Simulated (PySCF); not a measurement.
# Spinor energies of Ga⁺ (gallium, charge +1)

Start: [Ar] 3d10 4s2. Calculated with PySCF 2.14 in x2c-TZVPPall-2c with one added diffuse shell each of s, p, d type (7s8p5d1f, 63 functions): generalised Hartree-Fock with the X2C-1e Hamiltonian and a Gaussian nucleus; spin-orbit coupling (SO) screened by Boettger's factors.

| spinor shell | electrons | ε, screened SO (eV) | weight of nominal j (screened SO) | rms radius, screened SO (bohr) |
| --- | --- | --- | --- | --- |
| 1s1/2 | 2 | -10449.6 | 1.000 | 0.0560 |
| 2s1/2 | 2 | -1349.4 | 1.000 | 0.235 |
| 2p1/2 | 2 | -1190.2 | 1.000 | 0.209 |
| 3s1/2 | 2 | -187.28 | 1.000 | 0.698 |
| 3p1/2 | 2 | -133.94 | 1.000 | 0.730 |
| 3p3/2 | 4 | -130.02 | 1.000 | 0.741 |
| 3d3/2 | 4 | -40.228 | 1.000 | 0.891 |
| 3d5/2 | 6 | -39.716 | 1.000 | 0.897 |
| 4s1/2 | 2 | -19.030 | 1.000 | 2.48 |

Question: Where does 2p3/2 lie, and what is the 2p spin-orbit splitting (screened SO)?

Answer: At -1162.1 eV, 28.170 eV above 2p1/2.

```tsv
quantity	screened SO
E (hartree)	-1941.99655
M_J	0
⟨J²⟩	0.000
⟨L²⟩	0.002
⟨S²⟩	0.002
```
